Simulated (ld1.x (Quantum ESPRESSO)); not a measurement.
Before and after: TM potential for Os

| Quantity | Value |
| --- | --- |
| Element | osmium |
| Generator | ld1.x (Quantum ESPRESSO) 7.5 |
| Type | norm-conserving Troullier–Martins (Kleinman–Bylander form) |
| Functional | LDA (PZ) |
| Relativity | scalar-relativistic |
| Frozen core | [Kr] 4d10 4f14 |
| Valence charge | 16 |
| Reference configuration | 5s2 5p6 5d6 6s0 6p0 (charge +2) |
| Partial waves | 5p (bound): rc 1.10 bohr; 5d (bound): rc 1.40 bohr; 5s (bound): rc 1.60 bohr |
| Local potential | the s channel |
| Core correction | none |

All-electron outer shells of the reference configuration (LDA (PZ), scalar-relativistic, ld1.x):

```csv
shell,level (eV),outermost node (bohr),outermost maximum (bohr)
5s,-109.10,0.51,0.91
4f,-69.57,–,0.40
5p,-68.33,0.55,1.03
5d,-23.23,0.60,1.34
6s,-21.18,1.20,2.33
6p,-13.94,1.41,2.88
```

Change: wave 5p (bound): rc 1.10 bohr becomes 5p (bound): rc 1.50 bohr.

Cutoffs: the cutoffs (Ry, on a coarse ladder) from which the occupation-weighted sum of valence levels, in a spherical-Bessel basis at the reference potential, stays within 10 and 1 mRy of its value at 400 Ry; they do not see the model core or the augmentation charge, which bear on the density cutoff. Errors are all-electron minus pseudo energies relative to the spin-unpolarised reference configuration.

Task: How do hardness, ghosts and transferability respond?

Result: The potential gets softer (120 Ry and 180 Ry → 80 Ry and 110 Ry); the errors of the 9 common tests hardly move; neither file shows a bound ghost at the reference potential, the only one tested. A larger radius leaves more room for a smooth pseudo-wave, so fewer plane waves are needed.

| quantity | base | changed |
| --- | --- | --- |
| cutoff, loose | 120 Ry | 80 Ry |
| cutoff, tight | 180 Ry | 110 Ry |
| loose cutoff by channel (10 mRy a level) | p 70 Ry, d 30 Ry, s 35 Ry | p 45 Ry, d 30 Ry, s 35 Ry |
| bound ghosts | none | none |
| error for 5s2 5p6 5d6 6s2 6p0, meV [ΔE -27.15 eV] | +4332 | +4328 |
| error for 5s2 5p6 5d6 6s1 6p0, meV [ΔE -17.28 eV] | +2595 | +2593 |
| error for 5s2 5p6 5d5 6s0 6p0, meV [ΔE 29.16 eV] | -4.5 | -4.2 |
| error for 5s2 5p6 5d6 6s0 6p2, meV [ΔE -16.52 eV] | +111 | +127 |
| error for 5s2 5p6 5d5 6s2 6p1, meV [ΔE -21.00 eV] | +5281 | +5280 |
| error for 5s2 5p6 5d6 6s1.5 6p0, meV [ΔE -23.10 eV] | +3556 | +3553 |
| error for 5s2 5p6 5d4 6s0 6p0, meV [ΔE 70.95 eV] | -13 | -12 |
| error for 5s2 5p6 5d6 6s0 6p0 (spin-polarised), meV [ΔE -2.29 eV] | +203 | +209 |
| error for 5s2 5p6 5d6 6s2 6p0 (spin-polarised), meV [ΔE -29.17 eV] | +4420 | +4421 |
| s: phases at 1.76 bohr within 0.05 rad from the reference energy up to (Ry; the scan ends near 5) | -3.8 | -3.8 |
| p: phases at 1.76 bohr within 0.05 rad from the reference energy up to (Ry; the scan ends near 5) | 1.3 | 1.4 |
| d: phases at 1.76 bohr within 0.05 rad from the reference energy up to (Ry; the scan ends near 5) | to the end of the scan | to the end of the scan |

Base: These tests converged, but a pseudo level misses the all-electron one widely, so the file describes the atom poorly there or has found another state: 5s2 5p6 5d6 6s2 6p0: 6s by 1.4 eV; 5s2 5p6 5d6 6s1 6p0: 6s by 2.1 eV; 5s2 5p6 5d5 6s0 6p0: empty 6s by 4.0 eV; 5s2 5p6 5d6 6s0 6p2: empty 6s by 2.5 eV; 5s2 5p6 5d5 6s2 6p1: 6s by 1.8 eV; 5s2 5p6 5d4 6s0 6p0: empty 6s by 5.1 eV. Changed file: These tests converged, but a pseudo level misses the all-electron one widely, so the file describes the atom poorly there or has found another state: 5s2 5p6 5d6 6s2 6p0: 6s by 1.4 eV; 5s2 5p6 5d6 6s1 6p0: 6s by 2.1 eV; 5s2 5p6 5d5 6s0 6p0: empty 6s by 4.0 eV; 5s2 5p6 5d6 6s0 6p2: empty 6s by 2.5 eV; 5s2 5p6 5d5 6s2 6p1: 6s by 1.8 eV; 5s2 5p6 5d4 6s0 6p0: empty 6s by 5.1 eV.
